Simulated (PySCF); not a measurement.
Species: ethyl methanesulfonate, C₃H₈O₃S.
SMILES with atom numbers: `[CH3:1][CH2:2][O:3][S:4]([CH3:5])(=[O:6])=[O:7]` (hydrogens: H8, H9, H10 on C1; H11, H12 on C2; H13, H14, H15 on C5)

Cartesian coordinates in Å at the PBE0-D3(BJ)/def2-SVP level; atoms count from 1:
```
atom  x, y, z in Å
C1    -2.1430   -0.3984   -0.0447
C2    -0.6525   -0.5873   -0.1692
O3     0.0125    0.5383    0.4185
S4     1.1390    1.3448   -0.4207
C5     2.6192    0.5209    0.1067
O6     1.1404    2.6839    0.1173
O7     0.9461    1.0961   -1.8391
H8    -2.4327   -0.2493    1.0055
H9    -2.4678    0.4787   -0.6228
H10   -2.6693   -1.2850   -0.4290
H11   -0.3124   -1.4881    0.3681
H12   -0.3511   -0.6709   -1.2245
H13    2.5781   -0.5298   -0.2065
H14    3.4583    1.0323   -0.3827
H15    2.6925    0.6139    1.1968
```

Level of theory: TDDFT B3LYP/def2-SVPD, vertical, gas phase, core orbitals frozen in the response in PySCF 2.14.0, density-fitted response routines.

Frontier orbitals with the atoms that hold most of them (Löwdin shares over 4%, at most four atoms; ? is withheld):

```tsv
orbital	ε (eV)	atoms
HOMO-3	-9.24	O7 38%, O6 35%, O3 10%, S4 8%
HOMO-2	-9.02	O7 32%, C5 15%, O3 14%, O6 14%
HOMO-1	-8.97	?
HOMO	?	?
LUMO	-0.05	S4 25%, C5 14%, H13 11%, H15 8%
LUMO+1	0.57	C1 21%, S4 17%, H10 11%, H8 8%
LUMO+2	0.77	S4 27%, O3 13%, H11 11%, C5 8%
```

Q: Give the leading atoms of the HOMO.

A: O6 (bonded to S) 41%; O7 (bonded to S) 38%; O3 (bonded to C and S) 7%; S4 (bonded to C and 3 O) 5%. By element: oxygen 86%, sulfur 5%.

Q: Which atoms hold the HOMO-1, and with what shares?

A: O3 (bonded to C and S) 37%; O6 (bonded to S) 25%; C2 (bonded to C, O and 2 H) 11%; H11 (bonded to C) 7%. By element: oxygen 62% or more, carbon 11% or more, hydrogen 7% or more.

Q: What is the HOMO energy, and the HOMO–LUMO gap?

A: ε(HOMO) = -8.74 eV; the gap is 8.70 eV (0.3196 hartree).

Q: How does S1 compare with the orbital gap of 8.70 eV?

A: S1 is at 7.82 eV (f = 0.0071), 0.88 eV below the gap, made of HOMO→LUMO (95%). 

Q: Give energy, strength and leading configuration of S1, S2 and S3, and follow the Löwdin shares of the leading atoms from the occupied to the empty orbital.

A: 
- S1 (7.82 eV, f 0.0071), HOMO→LUMO (95%): O6 41% → at most 8%, O7 38% → at most 8%, S4 5% → 25%, C5 at most 6% → 14%
- S2 (8.03 eV, f 0.0030), HOMO-1→LUMO (94%): O3 37% → at most 8%, O6 25% → at most 8%, S4 at most 8% → 25%, C5 at most 8% → 14%
- S3 (8.10 eV, f 0.060), HOMO-2→LUMO (95%): O7 32% → at most 8%, C5 15% → 14%, S4 at most 14% → 25%

One conformer stands for the species.
